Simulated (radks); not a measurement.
Pd+, 45 electrons, occupied as [Kr] 4d9. Method: Dirac Kohn-Sham, BLYP, spin-unpolarised, spherical densities, point nucleus; open shells are shared between the two j in proportion to 2j + 1; speed of light set to 205.554 atomic units (1.5 times the physical value, a model run); computed with a radial shooting solver on a logarithmic mesh with Libxc functionals.

Unscreened Slater integrals over Kohn-Sham orbitals (cm^-1). Large and small components are both included.

integral          value
F0(4d5/2,4d5/2)  137230
F2(4d5/2,4d5/2)   66811
F4(4d5/2,4d5/2)   43164
F0(4d5/2,4d3/2)  137690
F2(4d5/2,4d3/2)   67051
G2(4d5/2,4d3/2)   67039
G4(4d5/2,4d3/2)   43320
F0(4d5/2,4p3/2)  157430
F2(4d5/2,4p3/2)   75870
G1(4d5/2,4p3/2)   94946
G3(4d5/2,4p3/2)   57644
F0(4d5/2,4p1/2)  158170
G3(4d5/2,4p1/2)   57402
F0(4d3/2,4d3/2)  138150
F2(4d3/2,4d3/2)   67297
F0(4d3/2,4p3/2)  158100
F2(4d3/2,4p3/2)   76361
G1(4d3/2,4p3/2)   95697
G3(4d3/2,4p3/2)   58115
F0(4d3/2,4p1/2)  158840
G1(4d3/2,4p1/2)   95359
F0(4p3/2,4p3/2)  187990
F2(4p3/2,4p3/2)   98329
F0(4p3/2,4p1/2)  189230
G2(4p3/2,4p1/2)   98921
F0(4p1/2,4p1/2)  190490
